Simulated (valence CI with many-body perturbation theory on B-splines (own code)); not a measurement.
Missing levels of Rb²³⁺

Method: configuration interaction combined with many-body perturbation theory (CI+MBPT): four valence electrons over a frozen Dirac-Fock core [Ne], a basis of 11 s, 11 p, 9 d, 7 f, 5 g, 2 h, 1 i functions for each j, with the one-electron correlation potential Σ1, the two-electron term Σ2, the three-electron term Σ3, Breit, model QED; selected CI, second order for the rest (own B-spline code, finite nucleus).

No measured levels were compared; by estimate levels of excited configurations hold to 0.05 to 0.15 % of their energy, terms of the ground configuration to about 0.5 %.

| Level | E (cm⁻¹) |
| --- | --- |
| 3s2.3p2 3P_0 | 0 |
| 3s2.3p2 3P_1 | ? |
| 3s2.3p2 3P_2 | 107700 |
| 3s2.3p2 1D_2 | 210970 |
| 3s2.3p2 1S_0 | ? |
| 3s.3p3 5S°_2 | ? |
| 3s.3p3 3D°_1 | 610640 |
| 3s.3p3 3D°_2 | 623350 |
| 3s.3p3 3D°_3 | 654070 |
| 3s.3p3 3P°_0 | 718540 |
| 3s.3p3 1D°_2 | 724930 |
| 3s.3p3 3P°_1 | 729070 |
| 3s.3p3 3P°_2 | ? |
| 3s2.3p.3d 3F°_2 | 832010 |
| 3s.3p3 3S°_1 | 833930 |
| 3s2.3p.3d 3F°_3 | ? |
| 3s2.3p.3d 3P°_2 [a] | 919210 |
| 3s2.3p.3d 3D°_1 | 923990 |
| 3s2.3p.3d 3F°_4 | 930740 |
| 3s.3p3 1P°_1 | ? |

Names give the largest LS component (configuration and term), which can be under half, so a name can repeat, a term be missing and a line seem to break the LS rules; names also repeat where a configuration has a term twice. Letters in brackets count levels of one name in rising energy.

The levels stand in rising order. What does the calculation give for the missing energies?

3s2.3p2 3P_1 79992; 3s2.3p2 1S_0 282770; 3s.3p3 5S°_2 501850; 3s.3p3 3P°_2 793780; 3s2.3p.3d 3F°_3 859040; 3s.3p3 1P°_1 945860.
